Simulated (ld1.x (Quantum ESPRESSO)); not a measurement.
# What the settings do to the TM potential of Li

Base potential:

* Element: Li
* Generator: ld1.x (Quantum ESPRESSO) 7.5
* Type: norm-conserving Troullier–Martins (Kleinman–Bylander form)
* Functional: PBEsol
* Relativity: scalar-relativistic
* Frozen core: none
* Valence charge: 3
* Reference configuration: 1s2 2s0 2p0 (charge +1)
* Partial waves: 1s (bound): rc 0.70 bohr; 2p (bound, empty): rc 4.20 bohr; 3d channel at -0.15 Ry: rc 4.30 bohr
* Local potential: the d channel
* Core correction: none

Cutoffs, loose and tight: the cutoffs (Ry, on a coarse ladder) from which the occupation-weighted sum of valence levels, in a spherical-Bessel basis at the reference potential, stays within 10 and 1 mRy of its value at 400 Ry. They do not see the model core or the augmentation charge, which bear on the density cutoff. Test errors are all-electron minus pseudo excitation energies from the reference, over the configurations 1s2 2s1 2p0; 1s2 2s0.5 2p0; 1s2 2s0 2p1; 1s1 2s1 2p0. A dash means not determined; rows that change the core or the reference have their own tests.

```csv
change,outcome,"cutoff, loose","cutoff, tight",bound ghosts,largest test error (meV)
base,generated,160 Ry,over 300 Ry,none,-1413
wave 3d channel at -0.15 Ry: rc 4.30 bohr becomes 3d channel at -0.15 Ry: rc 2.84 bohr,generated,160 Ry,over 300 Ry,none,-414
wave 3d channel at -0.15 Ry: rc 4.30 bohr becomes 3d channel at -0.15 Ry: rc 3.20 bohr,generated,160 Ry,over 300 Ry,none,-583
wave 3d channel at -0.15 Ry: rc 4.30 bohr becomes 3d channel at -0.15 Ry: rc 3.58 bohr,generated,160 Ry,over 300 Ry,none,-866
wave 3d channel at -0.15 Ry: rc 4.30 bohr becomes 3d channel at -0.15 Ry: rc 4.42 bohr,generated,160 Ry,over 300 Ry,none,-1503
wave 3d channel at -0.15 Ry: rc 4.30 bohr becomes 3d channel at -0.15 Ry: rc 4.86 bohr,generated,160 Ry,over 300 Ry,none,-1899
wave 3d channel at -0.15 Ry: rc 4.30 bohr becomes 3d channel at -0.15 Ry: rc 5.16 bohr,generated,160 Ry,over 300 Ry,none,-2221
wave 3d channel at -0.15 Ry: rc 4.30 bohr becomes 3d channel at -0.15 Ry: rc 6.00 bohr,generated,160 Ry,over 300 Ry,none,-2920
wave 3d channel at -0.15 Ry: rc 4.30 bohr becomes 3d channel at -0.15 Ry: rc 6.56 bohr,generated,160 Ry,over 300 Ry,none,-3249
```

(1) What comes out with this change to the base: wave 3d channel at -0.15 Ry: rc 4.30 bohr becomes 3d channel at -0.15 Ry: rc 4.06 bohr?

(2) What comes out with this change to the base: wave 3d channel at -0.15 Ry: rc 4.30 bohr becomes 3d channel at -0.15 Ry: rc 5.66 bohr?

## Answers

(1) outcome: generated; cutoff, loose: 160 Ry; cutoff, tight: over 300 Ry; bound ghosts: none; largest test error (meV): -1239.

(2) outcome: generated; cutoff, loose: 160 Ry; cutoff, tight: over 300 Ry; bound ghosts: none; largest test error (meV): -2621.

Reading the sweep of the d radius (base included, trends over the rows without a ghost): The loose cutoff stays near 160 Ry. The median size of the test errors (rows with all tests solved) rises from 51.7 meV at 2.84 to 575.4 meV at 6.56 bohr. More of the atom is replaced by a form fitted at one configuration, so other configurations suffer as the radius grows.
